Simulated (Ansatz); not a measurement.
Ansatz (a program for electronic structure) input (B3LYP-D3(BJ)/def2-TZVP):

Ansatz 0.2 input:
```yaml
crystal:
  periodic: [false, false, false]
  atoms:
    - {symbol: Cr, position_ang: [0.22750457, -0.22640572, 0.26140648]}
    - {symbol: O, position_ang: [1.63015709, -0.75506695, -0.19819403]}
    - {symbol: O, position_ang: [-0.48751395, -1.06326647, 1.37790191]}
    - {symbol: Cl, position_ang: [-0.85889733, 1.17531792, -0.92420109]}
basis:
  gaussian:
    orbitals: def2-TZVP
hamiltonian:
  xc: b3lyp
  dispersion: d3bj
magnetization: {spin_polarized: true, initial_magnetization: 1}
phonons: {temperatures: {t_min: 298.15, t_max: 298.15, t_step: 100}}
```

Output:

```
Functional definition: B3LYP
integrals: 0.07 GiB planned
1051 factors; their error is unknown
mean field: 0.85 GiB planned
mean field evaluation 1: about -45028.2437 eV, gradient 6.8e1 eV
mean field evaluation 2: about -44623.4635 eV, gradient 3.6e2 eV
mean field evaluation 4: about -45041.3804 eV, gradient 1.9e1 eV
mean field evaluation 8: about -45042.5074 eV, gradient 2.7e-1 eV
mean field evaluation 16: about -45042.6614 eV, gradient 3.6e-2 eV
mean field evaluation 32: about -45042.6614 eV, gradient 2.6e-5 eV
mean field -45042.66138797 eV, -1655.2872749955 hartree, gradient 2.5e-5 eV, S^2 0.789382; 4 other end points of the search recorded, 0 dependent functions left out
the calculation of the forces begins
reference -45042.66163103 eV, -1655.2872839278 hartree; 29, 28 occupied and 115, 116 virtual orbitals, 1051 factors
these checks for a lower state are left out or cut short: stability, starts, cluster_reference, orbital_swaps, neighbouring_geometries, increment
integrals: 0.07 GiB planned
1051 factors; their error is unknown
mean field: 0.85 GiB planned
mean field -45042.66131829 eV, -1655.2872724348 hartree, gradient 2.5e-6 eV, S^2 0.788925; 0 other end points of the search recorded, 0 dependent functions left out
the calculation of the forces begins
reference -45042.66156133 eV, -1655.2872813664 hartree; 29, 28 occupied and 115, 116 virtual orbitals, 1051 factors
these checks for a lower state are left out or cut short: stability, starts, cluster_reference, orbital_swaps, neighbouring_geometries, increment
integrals: 0.07 GiB planned
1051 factors; their error is unknown
mean field: 0.85 GiB planned
mean field -45042.66131617 eV, -1655.2872723569 hartree, gradient 2.9e-6 eV, S^2 0.789845; 0 other end points of the search recorded, 0 dependent functions left out
the calculation of the forces begins
reference -45042.66155925 eV, -1655.2872812899 hartree; 29, 28 occupied and 115, 116 virtual orbitals, 1051 factors
these checks for a lower state are left out or cut short: stability, starts, cluster_reference, orbital_swaps, neighbouring_geometries, increment
integrals: 0.07 GiB planned
1051 factors; their error is unknown
mean field: 0.85 GiB planned
mean field evaluation 64: about -45042.6612 eV, gradient 2.2e-6 eV
mean field -45042.66122524 eV, -1655.2872690151 hartree, gradient 2.3e-6 eV, S^2 0.788963; 0 other end points of the search recorded, 0 dependent functions left out
the calculation of the forces begins
reference -45042.66146830 eV, -1655.2872779474 hartree; 29, 28 occupied and 115, 116 virtual orbitals, 1051 factors
these checks for a lower state are left out or cut short: stability, starts, cluster_reference, orbital_swaps, neighbouring_geometries, increment
integrals: 0.07 GiB planned
1051 factors; their error is unknown
mean field: 0.85 GiB planned
mean field -45042.66122470 eV, -1655.2872689953 hartree, gradient 2.6e-6 eV, S^2 0.789827; 0 other end points of the search recorded, 0 dependent functions left out
the calculation of the forces begins
reference -45042.66146776 eV, -1655.2872779276 hartree; 29, 28 occupied and 115, 116 virtual orbitals, 1051 factors
these checks for a lower state are left out or cut short: stability, starts, cluster_reference, orbital_swaps, neighbouring_geometries, increment
integrals: 0.07 GiB planned
1051 factors; their error is unknown
mean field: 0.85 GiB planned
mean field -45042.66130277 eV, -1655.2872718643 hartree, gradient 3.0e-6 eV, S^2 0.790177; 0 other end points of the search recorded, 0 dependent functions left out
the calculation of the forces begins
reference -45042.66154587 eV, -1655.2872807981 hartree; 29, 28 occupied and 115, 116 virtual orbitals, 1051 factors
these checks for a lower state are left out or cut short: stability, starts, cluster_reference, orbital_swaps, neighbouring_geometries, increment
integrals: 0.07 GiB planned
1051 factors; their error is unknown
mean field: 0.85 GiB planned
mean field -45042.66122551 eV, -1655.2872690252 hartree, gradient 2.3e-6 eV, S^2 0.788615; 0 other end points of the search recorded, 0 dependent functions left out
the calculation of the forces begins
reference -45042.66146854 eV, -1655.2872779562 hartree; 29, 28 occupied and 115, 116 virtual orbitals, 1051 factors
these checks for a lower state are left out or cut short: stability, starts, cluster_reference, orbital_swaps, neighbouring_geometries, increment
integrals: 0.07 GiB planned
1051 factors; their error is unknown
mean field: 0.85 GiB planned
mean field -45042.66134384 eV, -1655.2872733739 hartree, gradient 2.3e-6 eV, S^2 0.789111; 0 other end points of the search recorded, 0 dependent functions left out
the calculation of the forces begins
reference -45042.66158691 eV, -1655.2872823065 hartree; 29, 28 occupied and 115, 116 virtual orbitals, 1051 factors
these checks for a lower state are left out or cut short: stability, starts, cluster_reference, orbital_swaps, neighbouring_geometries, increment
integrals: 0.07 GiB planned
1051 factors; their error is unknown
mean field: 0.85 GiB planned
mean field evaluation 96: about -45042.6614 eV, gradient 1.9e-6 eV
mean field -45042.66138369 eV, -1655.2872748380 hartree, gradient 1.9e-6 eV, S^2 0.789653; 0 other end points of the search recorded, 0 dependent functions left out
the calculation of the forces begins
reference -45042.66162674 eV, -1655.2872837701 hartree; 29, 28 occupied and 115, 116 virtual orbitals, 1051 factors
these checks for a lower state are left out or cut short: stability, starts, cluster_reference, orbital_swaps, neighbouring_geometries, increment
integrals: 0.07 GiB planned
1051 factors; their error is unknown
mean field: 0.85 GiB planned
mean field -45042.66136976 eV, -1655.2872743263 hartree, gradient 2.8e-6 eV, S^2 0.789144; 0 other end points of the search recorded, 0 dependent functions left out
the calculation of the forces begins
reference -45042.66161280 eV, -1655.2872832577 hartree; 29, 28 occupied and 115, 116 virtual orbitals, 1051 factors
these checks for a lower state are left out or cut short: stability, starts, cluster_reference, orbital_swaps, neighbouring_geometries, increment
integrals: 0.07 GiB planned
1051 factors; their error is unknown
mean field: 0.85 GiB planned
mean field -45042.66136867 eV, -1655.2872742862 hartree, gradient 1.6e-6 eV, S^2 0.789620; 0 other end points of the search recorded, 0 dependent functions left out
the calculation of the forces begins
reference -45042.66161176 eV, -1655.2872832194 hartree; 29, 28 occupied and 115, 116 virtual orbitals, 1051 factors
these checks for a lower state are left out or cut short: stability, starts, cluster_reference, orbital_swaps, neighbouring_geometries, increment
integrals: 0.07 GiB planned
1051 factors; their error is unknown
mean field: 0.85 GiB planned
mean field -45042.66131156 eV, -1655.2872721876 hartree, gradient 2.5e-6 eV, S^2 0.789290; 0 other end points of the search recorded, 0 dependent functions left out
the calculation of the forces begins
reference -45042.66155464 eV, -1655.2872811203 hartree; 29, 28 occupied and 115, 116 virtual orbitals, 1051 factors
these checks for a lower state are left out or cut short: stability, starts, cluster_reference, orbital_swaps, neighbouring_geometries, increment
integrals: 0.07 GiB planned
1051 factors; their error is unknown
mean field: 0.85 GiB planned
mean field -45042.66140611 eV, -1655.2872756622 hartree, gradient 2.4e-6 eV, S^2 0.789470; 0 other end points of the search recorded, 0 dependent functions left out
the calculation of the forces begins
reference -45042.66164916 eV, -1655.2872845941 hartree; 29, 28 occupied and 115, 116 virtual orbitals, 1051 factors
these checks for a lower state are left out or cut short: stability, starts, cluster_reference, orbital_swaps, neighbouring_geometries, increment
integrals: 0.07 GiB planned
1051 factors; their error is unknown
mean field: 0.85 GiB planned
mean field evaluation 128: about -45042.6613 eV, gradient 2.5e-6 eV
mean field -45042.66134141 eV, -1655.2872732845 hartree, gradient 2.5e-6 eV, S^2 0.789305; 0 other end points of the search recorded, 0 dependent functions left out
the calculation of the forces begins
reference -45042.66158448 eV, -1655.2872822170 hartree; 29, 28 occupied and 115, 116 virtual orbitals, 1051 factors
these checks for a lower state are left out or cut short: stability, starts, cluster_reference, orbital_swaps, neighbouring_geometries, increment
integrals: 0.07 GiB planned
1051 factors; their error is unknown
mean field: 0.85 GiB planned
mean field -45042.66140908 eV, -1655.2872757714 hartree, gradient 2.5e-6 eV, S^2 0.789454; 0 other end points of the search recorded, 0 dependent functions left out
the calculation of the forces begins
reference -45042.66165214 eV, -1655.2872847035 hartree; 29, 28 occupied and 115, 116 virtual orbitals, 1051 factors
Total energy: -45042.84001283 eV, -1655.2938393381 hartree
Atom 0 at     0.227505    -0.226406     0.261406 Å, force    -0.000867     0.000873    -0.000994 eV/Å
Atom 1 at     1.630157    -0.755067    -0.198194 Å, force     0.000618    -0.000283     0.000081 eV/Å
Atom 2 at    -0.487514    -1.063266     1.377902 Å, force    -0.000038    -0.000378     0.000569 eV/Å
Atom 3 at    -0.858897     1.175318    -0.924201 Å, force     0.000287    -0.000212     0.000344 eV/Å
Dipole moment:    -0.034090     0.242015     0.001521 e Å
Vibrations: 58.19 184.59 328.11 491.90 1051.44 1058.99 cm⁻¹, zero-point energy 0.196714 eV
```

The spin state was set by rule; other spins were not relaxed.
